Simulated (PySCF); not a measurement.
Numbering as in the mapped SMILES `[CH:1]#[C:2][SiH2:3][c:4]1[cH:5][cH:6][cH:7][cH:8][cH:9]1`; H(Xn) means a hydrogen on atom n.

- σ from GIAO-PBE0/pcSseg-1
- coordinates at the GFN2-xTB level
- run in PySCF 2.14.0 with density-fitted response routines
- non-relativistic, in vacuum, a single conformation, fast rotation and ring inversion assumed for equivalent nuclei

Shifts are taken against calculated references (same method and geometry level): $^{13}$C, $^{1}$H, $^{29}$Si vs TMS.

| atoms | nucleus | count | δ (ppm) |
| --- | --- | --- | --- |
| Si3 | $^{29}$Si | 1 | -67.1 |
| C5/C9 | $^{13}$C | 2 | 140.8 |
| H(C6)/H(C8) | $^{1}$H | 2 | ? |
| C2 | $^{13}$C | 1 | 86.5 |
| C4 | $^{13}$C | 1 | ? |
| C7 | $^{13}$C | 1 | ? |
| C6/C8 | $^{13}$C | 2 | 133.3 |
| C1 | $^{13}$C | 1 | 105.1 |
| H(C7) | $^{1}$H | 1 | 7.70 |
| H(Si3) | $^{1}$H | 2 | 5.09 |
| H(C5)/H(C9) | $^{1}$H | 2 | 7.98 |
| H(C1) | $^{1}$H | 1 | ? |

**Question.** Fill in the missing shifts.

**Answer.** 
- C7: 135.8 ppm, aromatic CH; the aromatic region
- C4: 135.2 ppm, substituted aromatic carbon
- H(C6)/H(C8): 7.70 ppm, hydrogen on an aromatic CH; ring-current deshielding
- H(C1): 2.05 ppm, hydrogen on a terminal alkyne carbon; it lies on the axis of the triple bond, in its shielding cone

Shifts are as computed. Against solution values, carbons near 30 ppm lie about +3 ppm off and those near 130 ppm about +5 ppm. Of 1211 compounds with measured shifts, 218 miss one by over three times the rms of a fit or turn the order of signals round; such compounds aren't used in these exercises.
